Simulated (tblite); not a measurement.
Species: C16H15B.
Atom-mapped SMILES: `[CH3:1][B:2]([CH3:3])[c:4]1[cH:5][cH:6][c:7]2[cH:8][cH:9][c:10]3[cH:11][cH:12][cH:13][cH:14][c:15]3[c:16]2[cH:17]1` (hydrogens: H18, H19, H20 on C1; H21, H22, H23 on C3; H24 on C5; H25 on C6; H26 on C8; H27 on C9; H28 on C11; H29 on C12; H30 on C13; H31 on C14; H32 on C17)

Computed with GFN2-xTB (tblite), gas phase: L-BFGS steps from a force-field or distance-geometry start until the largest atomic force falls under 0.01 eV/Å.

The end geometry, which sets the zero of energy:
```
atom  x, y, z in Å
C1     -4.5961    0.1728   -0.3190
B2     -3.1660    0.8004   -0.0855
C3     -3.0263    2.3693    0.0347
C4     -1.9108   -0.1246    0.0199
C5     -2.0327   -1.5074    0.2722
C6     -0.9334   -2.3172    0.3543
C7      0.3623   -1.8001    0.1905
C8      1.5008   -2.6485    0.2743
C9      2.7506   -2.1505    0.1391
C10     2.9669   -0.7610   -0.0869
C11     4.2720   -0.2545   -0.1952
C12     4.4952    1.0816   -0.4049
C13     3.4100    1.9508   -0.5197
C14     2.1251    1.4773   -0.4176
C15     1.8616    0.1165   -0.1948
C16     0.5263   -0.4165   -0.0563
C17    -0.6256    0.3770   -0.1361
H18    -4.5910   -0.6803   -0.9943
H19    -5.3249    0.8895   -0.6903
H20    -4.9780   -0.1927    0.6357
H21    -3.9479    2.8538    0.3506
H22    -2.2312    2.6946    0.7023
H23    -2.7912    2.7732   -0.9516
H24    -3.0160   -1.9311    0.4111
H25    -1.0461   -3.3754    0.5475
H26     1.3393   -3.7025    0.4529
H27     3.6148   -2.7971    0.2043
H28     5.1025   -0.9407   -0.1046
H29     5.5025    1.4638   -0.4800
H30     3.5838    3.0039   -0.6874
H31     1.3091    2.1767   -0.5083
H32    -0.5209    1.4306   -0.3393
```

Problem. These geometries come from the run, each turned onto the end geometry. Order them by energy, lowest first.
A.
```
atom  x, y, z in Å
C1     -4.6249    0.1859   -0.2160
B2     -3.1684    0.7815   -0.0902
C3     -2.9985    2.3524   -0.1099
C4     -1.9147   -0.1428    0.0400
C5     -2.0299   -1.5314    0.2611
C6     -0.9257   -2.3358    0.3381
C7      0.3688   -1.8099    0.1904
C8      1.5106   -2.6591    0.2259
C9      2.7565   -2.1547    0.0755
C10     2.9681   -0.7567   -0.1038
C11     4.2698   -0.2456   -0.2375
C12     4.4862    1.0980   -0.4072
C13     3.3985    1.9715   -0.4379
C14     2.1177    1.4936   -0.3073
C15     1.8602    0.1239   -0.1417
C16     0.5273   -0.4174   -0.0079
C17    -0.6290    0.3705   -0.0744
H18    -4.6732   -0.8092   -0.6510
H19    -5.2934    0.8311   -0.7835
H20    -5.0549    0.1136    0.7845
H21    -3.9464    2.8835   -0.0678
H22    -2.3747    2.7243    0.7007
H23    -2.5042    2.6534   -1.0341
H24    -3.0116   -1.9684    0.3693
H25    -1.0350   -3.3995    0.5052
H26     1.3548   -3.7209    0.3637
H27     3.6214   -2.8044    0.0889
H28     5.1012   -0.9371   -0.2045
H29     5.4893    1.4850   -0.5136
H30     3.5698    3.0307   -0.5659
H31     1.2993    2.1951   -0.3306
H32    -0.5303    1.4304   -0.2405
```
B.
```
atom  x, y, z in Å
C1     -4.6078    0.1675   -0.2628
B2     -3.1688    0.7945   -0.1005
C3     -3.0176    2.3673   -0.0351
C4     -1.9108   -0.1284    0.0087
C5     -2.0294   -1.5125    0.2577
C6     -0.9299   -2.3220    0.3408
C7      0.3654   -1.8038    0.1809
C8      1.5032   -2.6538    0.2536
C9      2.7521   -2.1548    0.1162
C10     2.9670   -0.7631   -0.0980
C11     4.2693   -0.2545   -0.2261
C12     4.4916    1.0868   -0.4036
C13     3.4071    1.9630   -0.4625
C14     2.1235    1.4860   -0.3579
C15     1.8624    0.1180   -0.1787
C16     0.5275   -0.4173   -0.0506
C17    -0.6249    0.3759   -0.1347
H18    -4.6291   -0.7734   -0.8078
H19    -5.3179    0.8428   -0.7342
H20    -4.9995   -0.0401    0.7346
H21    -3.9561    2.8840    0.1542
H22    -2.3000    2.7025    0.7120
H23    -2.6549    2.7294   -0.9989
H24    -3.0117   -1.9399    0.3910
H25    -1.0440   -3.3803    0.5336
H26     1.3403   -3.7098    0.4174
H27     3.6163   -2.8007    0.1775
H28     5.1002   -0.9437   -0.1789
H29     5.4980    1.4682   -0.4994
H30     3.5794    3.0233   -0.5847
H31     1.3070    2.1890   -0.4160
H32    -0.5231    1.4316   -0.3303
```
C.
```
atom  x, y, z in Å
C1     -4.6155    0.1736   -0.2035
B2     -3.1677    0.7916   -0.0566
C3     -2.9556    2.3595   -0.1305
C4     -1.9223   -0.1404    0.0982
C5     -2.0393   -1.5343    0.2825
C6     -0.9377   -2.3443    0.3162
C7      0.3558   -1.8156    0.1741
C8      1.4994   -2.6600    0.2000
C9      2.7447   -2.1496    0.0678
C10     2.9554   -0.7513   -0.1032
C11     4.2576   -0.2393   -0.2400
C12     4.4697    1.1051   -0.4057
C13     3.3795    1.9751   -0.4412
C14     2.0980    1.4981   -0.3099
C15     1.8445    0.1271   -0.1368
C16     0.5146   -0.4192    0.0068
C17    -0.6382    0.3750   -0.0191
H18    -4.6138   -0.8358   -0.6102
H19    -5.2775    0.7792   -0.8200
H20    -5.0845    0.1148    0.7807
H21    -3.8782    2.9355   -0.1509
H22    -2.3459    2.7402    0.6886
H23    -2.4119    2.5966   -1.0466
H24    -3.0182   -1.9740    0.4005
H25    -1.0522   -3.4112    0.4469
H26     1.3493   -3.7222    0.3275
H27     3.6101   -2.7969    0.0901
H28     5.0987   -0.9200   -0.2124
H29     5.4725    1.4947   -0.5078
H30     3.5470    3.0342   -0.5722
H31     1.2829    2.2051   -0.3452
H32    -0.5365    1.4402   -0.1508
```
D.
```
atom  x, y, z in Å
C1     -4.5998    0.1577   -0.1907
B2     -3.1567    0.7858   -0.0323
C3     -2.9388    2.3508   -0.1240
C4     -1.9123   -0.1373    0.0997
C5     -2.0466   -1.5289    0.2832
C6     -0.9441   -2.3347    0.3124
C7      0.3491   -1.8064    0.1697
C8      1.4863   -2.6573    0.1981
C9      2.7335   -2.1513    0.0675
C10     2.9409   -0.7497   -0.1047
C11     4.2384   -0.2297   -0.2392
C12     4.4647    1.1130   -0.4064
C13     3.3770    1.9899   -0.4421
C14     2.0972    1.5039   -0.3137
C15     1.8397    0.1341   -0.1424
C16     0.5144   -0.4124    0.0047
C17    -0.6320    0.3816   -0.0169
H18    -4.5869   -0.8521   -0.6011
H19    -5.2326    0.7716   -0.8303
H20    -5.0841    0.0975    0.7874
H21    -3.8579    2.9320   -0.1659
H22    -2.3287    2.7329    0.6961
H23    -2.3946    2.5513   -1.0507
H24    -3.0372   -1.9507    0.3900
H25    -1.0447   -3.4032    0.4310
H26     1.3099   -3.7144    0.3306
H27     3.6015   -2.7965    0.0926
H28     5.0608   -0.9309   -0.2083
H29     5.4739    1.4944   -0.5094
H30     3.5427    3.0519   -0.5712
H31     1.2707    2.1950   -0.3453
H32    -0.5192    1.4437   -0.1509
```
E.
```
atom  x, y, z in Å
C1     -4.5686    0.1495   -0.1765
B2     -3.1512    0.7786   -0.0381
C3     -2.9236    2.3166   -0.1221
C4     -1.9021   -0.1068    0.1127
C5     -2.0140   -1.4976    0.2703
C6     -0.9296   -2.3234    0.3038
C7      0.3561   -1.7856    0.1674
C8      1.4797   -2.6549    0.1995
C9      2.7274   -2.1523    0.0710
C10     2.9262   -0.7529   -0.1031
C11     4.2263   -0.2508   -0.2361
C12     4.4274    1.0932   -0.4020
C13     3.3479    1.9752   -0.4408
C14     2.0618    1.5141   -0.3119
C15     1.8307    0.1408   -0.1417
C16     0.5060   -0.3926   -0.0050
C17    -0.6289    0.4251   -0.0245
H18    -4.5710   -0.8478   -0.5938
H19    -5.1774    0.7693   -0.8180
H20    -5.0844    0.0914    0.7799
H21    -3.8420    2.8781   -0.1708
H22    -2.3155    2.7111    0.6876
H23    -2.3802    2.5104   -1.0393
H24    -2.9991   -1.9110    0.3768
H25    -1.0178   -3.3930    0.4290
H26     1.2877   -3.7147    0.3353
H27     3.6034   -2.7893    0.0924
H28     5.0340   -0.9663   -0.2010
H29     5.4276    1.4749   -0.5065
H30     3.5215    3.0302   -0.5669
H31     1.2365    2.2177   -0.3490
H32    -0.5102    1.4944   -0.1608
```

Solution. B (0.004 eV), A (0.011 eV), C (0.024 eV), D (0.047 eV), E (0.139 eV).

In the order of the answer:

```
step  E above end (eV)  largest force (eV/Å)  rms force component (eV/Å)  rms distance from end (Å)  rms bond change (Å)  bond most changed (Å)
  73             0.004                  0.04                       0.012                      0.078                0.001           B2–C3 +0.002
  41             0.011                  0.04                       0.012                      0.153                0.001          C1–H19 +0.001
  17             0.024                  0.08                       0.022                      0.181                0.001           B2–C3 +0.004
   9             0.047                  0.17                       0.059                      0.187                0.003           B2–C4 -0.008
   5             0.139                  0.40                       0.131                      0.193                0.008           B2–C4 -0.024
```

The cost below is that of the whole relaxation. Time: 1.3 s. Hardware: one thread of an Arm Neoverse V2, shared host with 96 logical CPUs at a one-minute load of 39.
